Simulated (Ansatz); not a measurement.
`F[SiH2][InH2]` + `C=N` → `C=N[SiH2]F` + `[InH3]` at 500 K and 1 bar (cleavage of the Si–In bond).

Isolated molecules relaxed with PBE0-D4/def2-TZVP in Ansatz; ΔE leaves out vibrations. CCSD(T)/CBS adds triple-zeta CCSD(T) − MP2 to the extrapolated MP2 energy (def2 sets, frozen cores). This one scheme is used for every species. Elements past krypton have def2 core potentials. For In outer-core shells are correlated without core-valence functions, which leaves a few kJ/mol of doubt a bond. One conformer a species, not always the lowest.

```json
{"species": "`F[SiH2][InH2]`", "CCSD(T)/CBS energy (Eh)": "-581.11562", "H − E (kJ/mol)": "120.8", "S (J/(mol·K))": "387.6"}
{"species": "`C=N`", "CCSD(T)/CBS energy (Eh)": "-94.52360", "H − E (kJ/mol)": "124.2", "S (J/(mol·K))": "249.5"}
{"species": "`C=N[SiH2]F`", "CCSD(T)/CBS energy (Eh)": "-484.08456", "H − E (kJ/mol)": "168.9", "S (J/(mol·K))": "351.4"}
{"species": "`[InH3]`", "CCSD(T)/CBS energy (Eh)": "-191.56739", "H − E (kJ/mol)": "65.2", "S (J/(mol·K))": "255.5"}
```

H − E and S are ideal-gas, rigid-rotor, harmonic terms from PBE0-D4/def2-TZVP, for one conformer and one mirror image of each species. 1 Eh = 2625.50 kJ/mol, R = 8.31446 J/(mol·K).

Question: By hand: ΔE, ΔH, ΔS and ΔG.

Answer: ΔE = (-484.08456) + (-191.56739) − (-581.11562) − (-94.52360) = -0.01273 Eh = -33.4 kJ/mol. Δ(H − E) = 168.9 + 65.2 − 120.8 − 124.2 = -10.9, so ΔH = -44.3 kJ/mol. ΔS = 351.4 + 255.5 − 387.6 − 249.5 = -30.2 J/(mol·K). ΔG = -44.3 − 500 × (-30.2)/1000 = -29.2 kJ/mol.

Question: By hand: the equilibrium constant, and the temperature at which ΔG would vanish if ΔH and ΔS stayed fixed.

Answer: log₁₀ K = −ΔG/(RT ln 10) = 3.1. ΔG = 0 at ΔH/ΔS = 1467 K.

TΔS isn't small against ΔH here. A doubt of 5 kJ/mol in ΔE shifts log₁₀ K by 0.5 here. Other conformers and mirror images would add mixing entropy, several J/(mol·K) or more a flexible species. These are equilibria of isolated gas molecules and say nothing of rates. Largest T1 diagnostic: 0.014 (customary marks: 0.02 for closed shells, 0.045 for open ones).
